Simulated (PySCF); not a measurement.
GeH4Mg, SMILES [MgH][GeH3].

Coordinates come from a B3LYP-D3(BJ)/def2-TZVP optimisation.

Calculation: B3LYP/def2-TZVPD in PySCF.

Symmetry labels are those of the subgroup Cs that the program uses (full group C3v).

### Question
List the valence orbital energies around the gap with their symmetry. (The exact figures need the calculation; the answer reports its results.)

### Answer

```csv
orbital,symmetry,energy (eV)
HOMO−7,A',-32.08
HOMO−6,A",-32.07
HOMO−5,A',-32.07
HOMO−4,A',-14.48
HOMO−3,A",-8.84
HOMO−2,A',-8.84
HOMO−1,A',-8.25
HOMO,A',-6.69
LUMO,A",-1.23
LUMO+1,A',-1.23
LUMO+2,A',-0.97
LUMO+3,A',0.71
```
